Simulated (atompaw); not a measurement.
**Reading a pseudo-wave (Ge (Z = 32))**

Columns: radius, all-electron u(r) and pseudo u(r) of the 4s shell (level -11.74 eV) of germanium in the configuration [Ar] 3d10 4s2 4p2; PBEsol, scalar-relativistic, PAW (atompaw) scheme, atompaw 4.2.0.5.

| r (bohr) | all-electron | pseudo |
| --- | --- | --- |
| 0.071 | 0.0483 | 0.0456 |
| 0.142 | 0.2137 | 0.0911 |
| 0.213 | 0.1018 | 0.1364 |
| 0.285 | -0.0993 | 0.1819 |
| 0.356 | -0.2581 | 0.2264 |
| 0.427 | -0.3376 | 0.2703 |
| 0.498 | -0.3419 | 0.3134 |
| 0.569 | -0.2896 | 0.3556 |
| 0.640 | -0.2011 | 0.3968 |
| 0.712 | -0.0915 | 0.4373 |
| 0.783 | 0.0238 | 0.4759 |
| 0.854 | 0.1379 | 0.5128 |
| 0.925 | 0.2456 | 0.5479 |
| 0.996 | 0.3438 | 0.5810 |
| 1.067 | 0.4309 | 0.6119 |
| 1.138 | 0.5064 | 0.6403 |
| 1.210 | 0.5712 | 0.6665 |
| 1.281 | 0.6240 | 0.6895 |
| 1.352 | 0.6666 | 0.7094 |
| 1.423 | 0.6999 | 0.7262 |
| 1.494 | 0.7248 | 0.7396 |
| 1.565 | 0.7422 | 0.7496 |
| 1.637 | 0.7531 | 0.7561 |
| 1.708 | 0.7580 | 0.7589 |
| 1.779 | 0.7578 | 0.7579 |
| 1.850 | 0.7533 | 0.7533 |

How many radial nodes do the two functions have?

The all-electron 4s function has n − l − 1 = 3 (the table is too coarse to show those close to the nucleus); the pseudo-wave has 0, since the states of the same l below it are removed with the core.

Is the pseudo-wave norm-conserving?

No, it belongs to a PAW set: the norm inside the radius is not constrained, and the difference is carried by the augmentation charge.
